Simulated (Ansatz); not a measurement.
A search over several starts for the lowest SCF solution of the cluster Cu3Cl6⁺ at the given spin, in a small basis.

```yaml
crystal:
  periodic: [false, false, false]
  atoms:
    - {symbol: Cu, position_ang: [1.979122, 0.922103, 0.625470]}
    - {symbol: Cu, position_ang: [-1.718222, -0.858514, -0.635145]}
    - {symbol: Cu, position_ang: [0.917328, -0.406140, -1.410576]}
    - {symbol: Cl, position_ang: [-3.430666, -1.115453, 0.783665]}
    - {symbol: Cl, position_ang: [3.518179, 1.736600, 1.790049]}
    - {symbol: Cl, position_ang: [3.047871, -0.206430, -0.963070]}
    - {symbol: Cl, position_ang: [-3.347645, 0.536254, 2.057920]}
    - {symbol: Cl, position_ang: [-0.265511, 0.845759, 0.230896]}
    - {symbol: Cl, position_ang: [-0.700456, -1.454181, -2.479218]}
basis:
  gaussian: {orbitals: def2-SVP, initial_orbitals: start.molden}
total_charge: 1
hamiltonian: {xc: pbe0, dispersion: d4}
output: {orbitals: {seedname: orbitals}}
```

The file start.molden holds the orbitals of an earlier run on this structure, at another level or in another basis.

```sh
$ ansatz run in.yaml --threads 4 --pin off --events-out ev --progress --plain --max-ram 4787MiB
```

It prints (some lines left out):

```
Functional definition: PBE0
2010 factors; integrals over basis functions are off by at most 8.9e-4 eV
mean field evaluation 1: about -208920.6554 eV, gradient 1.3e2 eV
mean field evaluation 2: about -208943.6996 eV, gradient 3.4e1 eV
mean field evaluation 4: about -208965.2570 eV, gradient 2.3e1 eV
mean field evaluation 8: about -208967.6930 eV, gradient 2.6e0 eV
mean field evaluation 16: about -208968.1090 eV, gradient 1.3e-5 eV
mean field evaluation 32: about -208967.2904 eV, gradient 1.0e1 eV
mean field -208968.10898888 eV, -7679.4363616699 hartree, gradient 1.3e-5 eV, S^2 0.000000; 5 other end points of the search recorded, 0 dependent functions left out
reference -208968.10905791 eV, -7679.4363642066 hartree; 94, 94 occupied and 107, 107 virtual orbitals, 2010 factors
Total energy: -208968.59613637 eV, -7679.4542640096 hartree
```

Hardware: 4 threads of Intel Xeon on a shared host. Wall time 23 s, peak host memory 0.85 GiB.

The restricted singlet is unstable towards broken spin symmetry at other levels; at PBE0-D4/def2-SVP this wasn't settled. In the singlet, Cl4 and Cl7 lie 2.09 Å apart (atoms count from 1), so these atoms are partly bonded to each other. Another isomer (singlet) lies 0.44 eV lower at PBE0-D4/def2-TZVP; other spin states weren't run for this one.
